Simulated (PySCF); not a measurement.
SMILES CC(C)(c1sc(C(F)(F)F)cc1)C (C9H11F3S), GFN2-xTB optimised geometry.

```
24

C      2.99    -0.69    -0.39
C      1.78    -0.24    -1.22
C      1.83    -0.91    -2.60
C      1.82     1.28    -1.39
C      0.50    -0.62    -0.55
C      0.29    -1.29     0.63
C     -1.07    -1.47     0.94
C     -1.89    -0.93     0.00
C     -3.38    -0.93     0.00
F     -3.90    -1.56    -1.07
F     -3.87    -1.56     1.08
F     -3.90     0.30     0.00
S     -1.01    -0.20    -1.29
H      2.97    -0.23     0.59
H      3.90    -0.41    -0.89
H      2.99    -1.77    -0.27
H      1.78    -1.99    -2.50
H      1.00    -0.58    -3.22
H      2.76    -0.66    -3.11
H      2.75     1.58    -1.87
H      1.76     1.77    -0.42
H      0.99     1.62    -2.01
H      1.08    -1.65     1.26
H     -1.42    -1.97     1.83
```

Density from PBE/def2-SVP in PySCF at that geometry.

Minimum of the electron density along straight lines between bonded atoms, close to the bond critical point (lines longer than 1.1 times the sum of covalent radii, or with two minima, are not listed):

```csv
bond,length / Å,ρ at the minimum / e bohr⁻³,∇²ρ there / e bohr⁻⁵,position (fraction from the first atom)
C1–C2,1.530,0.240,-0.52,0.50
C2–C3,1.534,0.238,-0.51,0.50
C2–C4,1.534,0.238,-0.51,0.50
C2–C5,1.503,0.252,(withheld),0.48
C5–C6,1.363,0.318,-0.77,0.51
C6–C7,1.409,0.295,-0.70,0.50
C7–C8,1.363,0.316,-0.76,0.49
C8–C9,1.483,0.273,-0.67,0.48
C9–F10,1.347,0.274,-0.31,0.35
C9–F11,1.342,0.276,-0.27,0.35
C9–F12,1.348,0.274,-0.31,0.35
C5–S13,1.734,0.209,-0.41,0.46
C8–S13,1.726,0.210,-0.43,0.47
C1–H14,1.087,0.275,-1.00,0.63
C1–H15,1.087,0.275,-0.99,0.63
C1–H16,1.087,0.275,-1.00,0.63
C3–H17,1.088,0.275,-1.00,0.63
C3–H18,1.088,0.275,-0.99,0.63
C3–H19,1.087,0.275,-0.99,0.63
C4–H20,1.087,0.275,-0.99,0.63
C4–H21,1.088,0.275,-1.00,0.63
C4–H22,1.088,0.275,-0.99,0.63
C6–H23,1.074,0.283,-1.07,0.63
C7–H24,1.075,0.283,-1.09,0.64
```

Question: Complete the blanks.

Answer: 
- C2–C5, ∇²ρ there / e bohr⁻⁵: -0.56
